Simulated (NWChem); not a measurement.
Species: dimethyl carbonate (C3H6O3); SMILES COC(=O)OC

```xyz
12

C     -2.3159     0.0000    -0.0194
O     -1.0778    -0.0001    -0.7044
C      0.0000     0.0000     0.0718
O      0.0000     0.0000     1.2742
O      1.0778     0.0001    -0.7044
C      2.3159     0.0000    -0.0194
H     -2.4172     0.8940     0.6138
H     -3.0927    -0.0031    -0.7929
H     -2.4148    -0.8909     0.6185
H      3.0927     0.0031    -0.7929
H      2.4172    -0.8940     0.6138
H      2.4148     0.8909     0.6185
```
Atoms are numbered in this order, from 1.

All runs use the structure optimised with PBE0/def2-SVP. B3LYP is NWChem's, with the RPA form of VWN correlation.

Symmetry labels are those of C2 in the frame above (b1 and b2, or b-type labels, depend on it).

**Question.** List the 4 lowest vertical singlet excitations from B3LYP/6-31+G* (spherical d), TDA (NWChem).

**Answer.** 
```json
[
 {"state": "S1", "energy (eV)": "7.04", "oscillator strength": "0.000", "symmetry": "a", "leading excitation (squared amplitude)": "HOMO → LUMO+3 (0.94)"},
 {"state": "S2", "energy (eV)": "7.43", "oscillator strength": "0.020", "symmetry": "b", "leading excitation (squared amplitude)": "HOMO → LUMO (0.95)"},
 {"state": "S3", "energy (eV)": "7.78", "oscillator strength": "0.000", "symmetry": "a", "leading excitation (squared amplitude)": "HOMO−1 → LUMO (0.92)"},
 {"state": "S4", "energy (eV)": "7.93", "oscillator strength": "0.030", "symmetry": "b", "leading excitation (squared amplitude)": "HOMO−2 → LUMO (0.89)"}
]
```
